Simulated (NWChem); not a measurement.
WOCl$_{4}$; SMILES [O]=[W]([Cl])([Cl])([Cl])[Cl]

Program: NWChem. Coordinates come from a PBE-D3(BJ)/def2-SVP optimisation. Not confirmed as a minimum by frequencies. def2 effective core potentials on W; no spin-orbit coupling.

Q: What does the run give for PBE0/def2-TZVPP? Quantities: highest occupied level (eV); orbital gap (eV); dipole (D).

A: 
* **highest occupied level (eV)**: -9.02
* **orbital gap (eV)**: 3.93
* **dipole (D)**: 0.66
